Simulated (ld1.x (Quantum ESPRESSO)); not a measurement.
# Which setting gave this result? (Nd, TM semilocal)

Base potential:

```json
{"Element": "Nd (Z = 60)", "Generator": "ld1.x (Quantum ESPRESSO) 7.5", "Type": "norm-conserving Troullier–Martins (semilocal form)", "Functional": "PBE", "Relativity": "scalar-relativistic", "Frozen core": "[Kr] 4d10", "Valence charge": "14", "Reference configuration": "4f3 5s2 5p6 5d0 6s0 6p0 (charge +3)", "Partial waves": "5s (bound): rc 2.55 bohr; 5p (bound): rc 1.60 bohr; 5d (bound, empty): rc 2.20 bohr; 4f (bound): rc 1.35 bohr", "Local potential": "the f channel", "Core correction": "a·sin(br)/r model core, default radius (core density twice the valence density)"}
```

Cutoffs, loose and tight: the cutoffs (Ry, on a coarse ladder) from which the occupation-weighted sum of valence levels, in a spherical-Bessel basis at the reference potential, stays within 10 and 1 mRy of its value at 400 Ry. They do not see the model core or the augmentation charge, which bear on the density cutoff. Test errors are all-electron minus pseudo excitation energies from the reference, over the configurations 4f4 5s2 5p6 5d0 6s2 6p0; 4f4 5s2 5p6 5d0 6s1 6p0; 4f4 5s2 5p6 5d0 6s0 6p0; 4f4 5s2 5p5 5d0 6s2 6p0; 4f3 5s2 5p6 5d1 6s2 6p0; 4f5 5s2 5p6 5d0 6s0 6p0; 4f2 5s2 5p6 5d0 6s0 6p0; variants that change the core or the reference have their own tests. The largest error is taken over the tests solved by every variant that gives reliable tests at all, those not shown here included: 4f2 5s2 5p6 5d0 6s0 6p0; 4f4 5s2 5p5 5d0 6s2 6p0; 4f4 5s2 5p6 5d0 6s0 6p0; 4f4 5s2 5p6 5d0 6s1 6p0.

Only the scale of all radii but the core radius (base = 1) is moved:

```json
{"scale of all radii but the core radius (base = 1)": "0.77", "cutoff, loose": "300 Ry", "cutoff, tight": "over 300 Ry", "bound ghosts": "none", "largest test error (meV)": "+572"}
{"scale of all radii but the core radius (base = 1)": "0.93", "cutoff, loose": "200 Ry", "cutoff, tight": "230 Ry", "bound ghosts": "none", "largest test error (meV)": "+2180"}
{"scale of all radii but the core radius (base = 1)": "1.03", "cutoff, loose": "180 Ry", "cutoff, tight": "230 Ry", "bound ghosts": "none", "largest test error (meV)": "+3784"}
{"scale of all radii but the core radius (base = 1)": "1.09", "cutoff, loose": "160 Ry", "cutoff, tight": "200 Ry", "bound ghosts": "none", "largest test error (meV)": "+5148"}
{"scale of all radii but the core radius (base = 1)": "1.19", "cutoff, loose": "140 Ry", "cutoff, tight": "160 Ry", "bound ghosts": "none", "largest test error (meV)": "+6556"}
{"scale of all radii but the core radius (base = 1)": "1.31", "cutoff, loose": "120 Ry", "cutoff, tight": "160 Ry", "bound ghosts": "s", "largest test error (meV)": "+8058"}
{"scale of all radii but the core radius (base = 1)": "1.38", "cutoff, loose": "110 Ry", "cutoff, tight": "140 Ry", "bound ghosts": "s", "largest test error (meV)": "+8629"}
```

Problem. One more run gave cutoff, loose: 260 Ry; cutoff, tight: 300 Ry; bound ghosts: none; largest test error (meV): +1054. Which value of the scale of all radii but the core radius (base = 1) was used?

Solution. 0.83. The loose cutoff moves one way along this sweep, from 300 Ry at 0.77 to 110 Ry at 1.38, which places the run between 0.77 and 0.93.
